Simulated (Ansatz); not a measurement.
One change: `[SH][In]([SH])[SH]` becomes `[SH][Al]([SH])[SH]`.

Ansatz, PBE0-D4/def2-TZVP geometries, multiplicity 1. Each molecule was computed in one conformer, which needn't be the lowest.

Elements past krypton have def2 core potentials.

```tsv
property	`[SH][In]([SH])[SH]`
HOMO–LUMO gap (B3LYP/def2-TZVPP) / eV	5.35
HOMO energy (ωB97M-V/def2-TZVPP) / eV	-9.80
HOMO energy (PBE/def2-TZVPP) / eV	-6.40
HOMO energy (B3LYP/def2-TZVPP) / eV	-7.35
HOMO–LUMO gap (PBE0/def2-TZVPP) / eV	5.90
LUMO energy (PBE0/def2-TZVPP) / eV	-1.72
```

Task: Give the same properties after the change, and the shifts. (An estimate is asked.)

Result: The calculation gave: 
```
                             property  `[SH][Al]([SH])[SH]`  shift
HOMO–LUMO gap (B3LYP/def2-TZVPP) / eV                  6.60   1.25
HOMO energy (ωB97M-V/def2-TZVPP) / eV                 -9.90  -0.10
    HOMO energy (PBE/def2-TZVPP) / eV                 -6.52  -0.12
  HOMO energy (B3LYP/def2-TZVPP) / eV                 -7.46  -0.11
 HOMO–LUMO gap (PBE0/def2-TZVPP) / eV                  7.10   1.20
   LUMO energy (PBE0/def2-TZVPP) / eV                 -0.64   1.08
```

With PBE0 the HOMO falls by 0.12 eV and the LUMO rises by 1.08 eV, so the gap widens by about 1.20 eV. PBE moves the HOMO by -0.12 eV and ωB97M-V by -0.10 eV.

B3LYP here is the variant with VWN-RPA as its local correlation; programs differ in this.
